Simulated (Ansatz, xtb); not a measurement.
## Two isomers of C5H4BNO

We compare I, `N#CC1=CC=CB1O`, a singlet, with II, `N#CC1=CB(O)C=C1`, a singlet. Both are isolated molecules in the gas phase, relaxed with r2SCAN-D4/def2-SVP; the shapes shown needn't be the lowest conformers.

I (Å):

```csv
atom,x (Å),y (Å),z (Å)
C,-2.0907,-1.9221,-1.6347
C,-0.8546,-1.6818,-1.0018
C,-0.0793,-0.5650,-1.0835
C,1.1633,-0.6858,-0.2677
C,1.2532,-1.8731,0.3750
B,-0.0519,-2.6713,-0.0237
N,-3.1172,-2.2153,-2.1137
O,-0.4018,-3.9034,0.3719
H,-0.3161,0.3287,-1.6700
H,1.8934,0.1295,-0.2274
H,2.0881,-2.1521,1.0210
H,-1.2472,-4.2038,0.0058
```

II (Å):

```yaml
atoms:
  - { symbol: C, position_ang: [-1.8290, -2.4182, -2.2941] }
  - { symbol: C, position_ang: [-0.8559, -2.0460, -1.3235] }
  - { symbol: C, position_ang: [0.3691, -1.5135, -1.5707] }
  - { symbol: C, position_ang: [-0.0692, -1.8078, 0.9041] }
  - { symbol: C, position_ang: [-1.1144, -2.2205, 0.1596] }
  - { symbol: B, position_ang: [1.0171, -1.3001, -0.1342] }
  - { symbol: N, position_ang: [-2.6430, -2.7311, -3.0696] }
  - { symbol: O, position_ang: [2.2449, -0.7861, 0.0700] }
  - { symbol: H, position_ang: [0.7446, -1.3100, -2.5750] }
  - { symbol: H, position_ang: [2.4874, -0.7235, 1.0036] }
  - { symbol: H, position_ang: [-0.0681, -1.8548, 1.9962] }
  - { symbol: H, position_ang: [-2.0605, -2.6391, 0.5184] }
```

Quicker runs give these differences E(II) − E(I): GFN2-xTB +14.7 kJ/mol; HF/STO-3G +8.4 kJ/mol (at GFN2-xTB geometries); r2SCAN-D4/def2-SVP//GFN2-xTB +17.9 kJ/mol.

Estimate E(II) − E(I) at the level CCSD(T)/def2-SVP + ΔMP2/def2-TZVPP.

Calculated at CCSD(T)/def2-SVP + ΔMP2/def2-TZVPP: E(II) − E(I) = +12.3 kJ/mol, so structure I lies lower.

How the difference moves with the method:

```json
{"level": "GFN2-xTB", "geometry": "GFN2-xTB", "E(II) − E(I) (kJ/mol)": "+14.7", "departure from the last row (kJ/mol)": "+2.4", "job, with rough time for the two": "optimisation, 2.4 s"}
{"level": "HF/STO-3G", "geometry": "GFN2-xTB", "E(II) − E(I) (kJ/mol)": "+8.4", "departure from the last row (kJ/mol)": "−3.9", "job, with rough time for the two": "single point, 3.5 s"}
{"level": "r2SCAN-D4/def2-SVP//GFN2-xTB", "geometry": "GFN2-xTB", "E(II) − E(I) (kJ/mol)": "+17.9", "departure from the last row (kJ/mol)": "+5.6", "job, with rough time for the two": "single point, 16 s"}
{"level": "r2SCAN-D4/def2-SVP", "geometry": "r2SCAN-D4/def2-SVP", "E(II) − E(I) (kJ/mol)": "+18.3", "departure from the last row (kJ/mol)": "+6.0", "job, with rough time for the two": "optimisation, 3.1 min"}
{"level": "HF/def2-SVP", "geometry": "r2SCAN-D4/def2-SVP", "E(II) − E(I) (kJ/mol)": "+14.4", "departure from the last row (kJ/mol)": "+2.1", "job, with rough time for the two": "part of the CCSD(T) run"}
{"level": "MP2/def2-SVP", "geometry": "r2SCAN-D4/def2-SVP", "E(II) − E(I) (kJ/mol)": "+11.2", "departure from the last row (kJ/mol)": "−1.1", "job, with rough time for the two": "part of the CCSD(T) run"}
{"level": "CCSD(T)/def2-SVP", "geometry": "r2SCAN-D4/def2-SVP", "E(II) − E(I) (kJ/mol)": "+11.1", "departure from the last row (kJ/mol)": "−1.2", "job, with rough time for the two": "single point"}
{"level": "CCSD(T)/def2-SVP + ΔMP2/def2-TZVPP", "geometry": "r2SCAN-D4/def2-SVP", "E(II) − E(I) (kJ/mol)": "+12.3", "departure from the last row (kJ/mol)": "", "job, with rough time for the two": "single point, 3.5 min"}
```

As drawn, both hold the same kinds of bond in the same numbers.

None of the levels shown reverses the order. The largest departure from CCSD(T)/def2-SVP + ΔMP2/def2-TZVPP is that of r2SCAN-D4/def2-SVP, 6.0 kJ/mol. The last row adds to CCSD(T) the change of the MP2 difference between the two basis sets, here +1.2 kJ/mol.

With thermal terms from frequencies at re-optimised GFN2-xTB minima (ideal gas, soft modes damped towards free rotors, one conformer each, 298.15 K, 1 atm): the zero-point term adds −0.1 kJ/mol; ΔH is +12.1 and ΔG +12.2 kJ/mol.

The correlated steps freeze 8 core orbitals. Run with Ansatz 0.2.0, xtb 6.7.1; the last row on 2 threads of Intel(R) Xeon(R) Processor @ 2.50GHz (Skylake/Cascade Lake) on a shared host.
